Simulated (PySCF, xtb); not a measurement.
CH5BOS2, SMILES COB(S)S.

GFN2-xTB (xtb) at its own geometry gives an orbital gap of 4.83 eV and a dipole moment of 2.81 D.

Coordinates come from a PBE0-D3(BJ)/def2-SVP optimisation. This is a generated structure with no PubChem entry under its InChIKey; it may be hypothetical. One conformer was computed; it need not be the lowest.

### Question
What does B3LYP/def2-TZVP (PySCF) give? (The exact figures need the calculation; the answer reports its results.)

### Answer
gap 6.93 eV (levels -7.07 and -0.14 eV), dipole 1.32 D.
